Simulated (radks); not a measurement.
The cobalt ion Co3+, configuration [Ar] 3d6.

Calculated with a radial shooting solver on a logarithmic mesh with Libxc functionals: Dirac Kohn-Sham, PBE, spin-unpolarised, spherical densities, point nucleus; open shells are shared between the two j in proportion to 2j + 1.

Energy parts (hartree):
total: -1390.91204
kinetic: 1411.89627
electron-nucleus: -3301.42278
Hartree: 556.95138
exchange-correlation: -58.33691

Orbitals (lengths in bohr, moments of r in powers of bohr; r(90%) holds 90 % of the orbital's charge):
| orbital | occ. | eigenvalue (hartree) | r(90%) | small-component weight |
|---|---|---|---|---|
| 1s1/2 | 2 | -280.4176 | 0.100 | 9.45e-03 |
| 2s1/2 | 2 | -34.47195 | 0.396 | 1.75e-03 |
| 2p1/2 | 2 | -30.09397 | 0.365 | 1.74e-03 |
| 2p3/2 | 4 | -29.54926 | 0.370 | 1.71e-03 |
| 3s1/2 | 2 | -5.17135 | 1.15 | 3.89e-04 |
| 3p1/2 | 2 | -3.85916 | 1.23 | 3.48e-04 |
| 3p3/2 | 4 | -3.78958 | 1.24 | 3.42e-04 |
| 3d3/2 | 2.4 | -1.66459 | 1.58 | 2.41e-04 |
| 3d5/2 | 3.6 | -1.65647 | 1.59 | 2.40e-04 |

The highest occupied level is 3d5/2 at -45.075 eV. Summed over all electrons, <r^2> = 13.17 bohr^2, which gives a Langevin (diamagnetic) susceptibility term of -10.4 x 10^-6 cm^3/mol. The density falls to 0.001 e/bohr^3 at r = 2.72 bohr. For comparison, the ionisation energy in NIST's Atomic Spectra Database is 51.3 eV (semi-empirical). In exact Kohn-Sham theory the highest level is minus the ionisation energy, but local and semilocal functionals leave it too shallow, through self-interaction and a potential that decays too fast; potentials with the right tail come closer.

Beside tabulated values, note that spin-unpolarised runs miss the spin-polarisation part of the exchange energy of open shells.
